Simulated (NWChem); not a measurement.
# MgSiH$_{4}$; SMILES [MgH][SiH3]

### Question
Give the equilibrium geometry at PBE-D3(BJ)/def2-SVP (NWChem) as a Z-matrix, with the point group.

### Answer
point group C3v; any orientation.
```
Si
H 1 1.5138
H 1 1.5138 2 105.60
H 1 1.5139 2 105.61 3 111.60
Mg 1 2.5924 2 113.15 3 -124.23
H 5 1.7149 4 156.45 1 -179.97
```
